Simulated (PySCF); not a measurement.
First hyperpolarisability: SMILES [SiH3]C1=CC=C(C=S)B1, C5H7BSSi

Molfile (atoms numbered from 1):
```
C5H7BSSi
     RDKit          3D

 15 15  0  0  0  0  0  0  0  0999 V2000
    2.7037   -0.0058    0.3591 Si  0  0  0  0  0  4  0  0  0  0  0  0
    0.8607   -0.1292    0.1263 C   0  0  0  0  0  0  0  0  0  0  0  0
    0.2313   -0.9032   -0.7960 C   0  0  0  0  0  0  0  0  0  0  0  0
   -1.2492   -0.7916   -0.7423 C   0  0  0  0  0  0  0  0  0  0  0  0
   -1.6569    0.0714    0.2288 C   0  0  0  0  0  0  0  0  0  0  0  0
   -3.0320    0.3764    0.5097 C   0  0  0  0  0  0  0  0  0  0  0  0
   -3.5629    1.4079    1.6577 S   0  0  0  0  0  0  0  0  0  0  0  0
   -0.3125    0.6052    0.9052 B   0  0  0  0  0  0  0  0  0  0  0  0
    3.4037   -0.8977   -0.6164 H   0  0  0  0  0  0  0  0  0  0  0  0
    3.1625    1.4026    0.1510 H   0  0  0  0  0  0  0  0  0  0  0  0
    3.0817   -0.4080    1.7491 H   0  0  0  0  0  0  0  0  0  0  0  0
    0.7248   -1.5577   -1.5245 H   0  0  0  0  0  0  0  0  0  0  0  0
   -1.9084   -1.3489   -1.4170 H   0  0  0  0  0  0  0  0  0  0  0  0
   -3.7683   -0.1485   -0.1238 H   0  0  0  0  0  0  0  0  0  0  0  0
   -0.2135    1.3956    1.8059 H   0  0  0  0  0  0  0  0  0  0  0  0
  1  2  1  0
  2  3  2  0
  3  4  1  0
  4  5  2  0
  5  6  1  0
  6  7  2  0
  5  8  1  0
  8  2  1  0
  1  9  1  0
  1 10  1  0
  1 11  1  0
  3 12  1  0
  4 13  1  0
  6 14  1  0
  8 15  1  0
M  END
```

Level of theory: quadratic response B3LYP/def2-SVPD first hyperpolarisability, Taylor convention, gas phase in PySCF 2.14.0. Geometry: PBE0-D3(BJ)/def2-SVP.

Problem. Give β for the processes computed.

Solution. In au, Taylor convention; the vector part is βᵢ = ⅓ Σⱼ (βᵢⱼⱼ + βⱼᵢⱼ + βⱼⱼᵢ); β∥ is 3/5 of the vector part along the dipole, the dipole points from − to +:
```tsv
process	λ (nm)	β vector norm	β∥	β HRS	depolarisation ratio
static β(0;0,0)	∞	1143.3	469.4	458.8	5.60
Pockels β(−ω;ω,0)	1550	1201.8	483.0	–	–
```

Second harmonics within 0.3 eV of the first excitation or beyond it are left out.

Problem. Which lowest excitations, dipole and polarisabilities go with it?

Solution. S1 1.26 eV (f = 0.000); S2 2.18 eV (f = 0.060); S3 2.65 eV (f = 0.000); dipole 3.79 D; isotropic α 138.2 au static, 141.0 au at 1550 nm.
